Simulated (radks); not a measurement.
Results of a calculation; reference values are marked as such.
Excited configurations of Ca III: one electron is placed in a higher orbital outside [Ne] 3s2 3p5. The ground configuration is [Ar]. Level of theory: Dirac Kohn-Sham, PBEsol, spin-unpolarised, spherical densities, finite nucleus; open shells fill j = l - 1/2 first; Fermi nuclear charge, rms radius 3.4776 fm (a radial shooting solver on a logarithmic mesh with Libxc functionals). Excitation = E - E(ground); binding = E(ion) - E, where the ion is the core of charge +3; n* = 3/sqrt(2 binding) in atomic units, and the quantum defect is n - n*.

outer orbital	excitation (eV)	binding (eV)	eigenvalue (eV)	<r> (bohr)
4p1/2	34.630	16.409	-13.668	3.527
4d3/2	40.094	10.945	-8.981	4.714
5p1/2	42.092	8.947	-7.598	6.708
5f5/2	45.870	5.169	-4.284	9.986
6d3/2	46.577	4.462	-3.819	13.10
6f5/2	47.376	3.663	-3.105	15.09
7s1/2	46.752	4.287	-3.732	14.63
7p1/2	47.164	3.875	-3.367	15.91
7d3/2	47.840	3.199	-2.769	18.72

The Delta-SCF ionisation energy is 51.039 eV (NIST Atomic Spectra Database: 50.913 eV, measured). Self-interaction in the functional shifts the binding energies and quantum defects, so they are the method's values and not measured ones. Spin polarisation and multiplet splitting are left out, so open shells lie too high by an amount that depends on their filling.

Beside tabulated values, note that spin-unpolarised runs miss the spin-polarisation part of the exchange energy of open shells.
